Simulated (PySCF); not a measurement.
**Static response to an electric field**

NbS(CH2SiH3)3, C3H15NbSSi3 (singlet state).
Structure used (PBE0-D3(BJ)/def2-SVP), in Å, numbered top down from 1:
```xyz
23
C3H15NbSSi3 angstrom
Nb    -0.0316   -0.0225   -0.0738
S      0.0002   -0.0230    2.0664
C      1.9846   -0.1912   -0.7075
Si     3.2297    0.7756    0.3200
H      2.2416   -1.2682   -0.6860
H      1.9992    0.1466   -1.7644
H      2.7127    2.1571    0.5751
H      3.4558    0.0849    1.6218
H      4.5382    0.9158   -0.3970
C     -0.8977    1.8165   -0.6746
Si    -2.2203    2.5187    0.4638
H     -0.0593    2.5359   -0.7613
H     -1.3063    1.6428   -1.6914
H     -3.2133    1.4530    0.8057
H     -1.5916    3.0366    1.7126
H     -2.9739    3.6335   -0.1986
C     -1.1985   -1.6933   -0.6602
Si    -0.9591   -3.2430    0.3793
H     -2.2595   -1.3785   -0.6126
H     -0.9446   -1.8857   -1.7233
H      0.5007   -3.4829    0.6090
H     -1.6492   -3.0824    1.6910
H     -1.5004   -4.4565   -0.3160
```

Level: wB97X-D/def2-SVPD (PySCF), static field, nuclei fixed, core orbitals frozen in the response. The polarisability tensor in these axes (au):

```
x   194.15   0.24  -0.74
y     0.24 197.28   0.34
z    -0.74   0.34 166.25
```

**Question.** Give the principal values, the mean and the anisotropy Δα = √{½[(α1 − α2)² + (α2 − α3)² + (α1 − α3)²]}.

**Answer.** Principal values 166.22, 194.16 and 197.30 au; mean 185.89 au = 27.55 Å³ = 30.65 × 10⁻⁴⁰ C²·m²/J; Δα = 29.63 au (16 % of the mean).

**Question.** What is the dipole moment, and where does it point?

**Answer.** (-0.07, -0.07, -3.93) D, 3.93 D in size, pointing from the negative to the positive side. Measured along this direction, the outermost atoms are S2 at the negative end and H20, H6 and H13 at the positive end.

**Question.** What depolarisation ratio follows for Rayleigh scattering of linearly polarised light, taking the static tensor?

**Answer.** ρ = 3Δα²/(45ᾱ² + 4Δα²) = 2634.2/(1555044 + 3512.2) = 0.00169.

**Question.** Along which axes do the principal values lie, and how far do the nuclei extend along each?

**Answer.** Largest value along (0.07, 1.00, 0.01), where the nuclei span 7.96 Å; middle along (1.00, -0.07, -0.03), 7.80 Å; least along (0.03, -0.01, 1.00), 3.81 Å. The response follows the extents in order.

**Question.** How large is μ²/3kT at 400 K beside α?

**Answer.** In Gaussian units μ²/3kT = 93.09 Å³ against 27.55 Å³, a ratio of 3.38; the Debye molar polarisation (4π/3)N_A(α + μ²/3kT) is 304.3 cm³/mol, leaving out the vibrational part.

Isolated species at its PBE0-D3(BJ)/def2-SVP geometry, gas phase. Atoms past krypton carry effective core potentials; spin–orbit coupling is left out.

These values come from a run that also computed excited states. The run took 3.0 min (with the writing of density and orbital grids) on Arm Neoverse V1, one thread, shared host with 32 logical CPUs at a one-minute load of 8.7, and the process peaked at 1.8 GiB of memory.
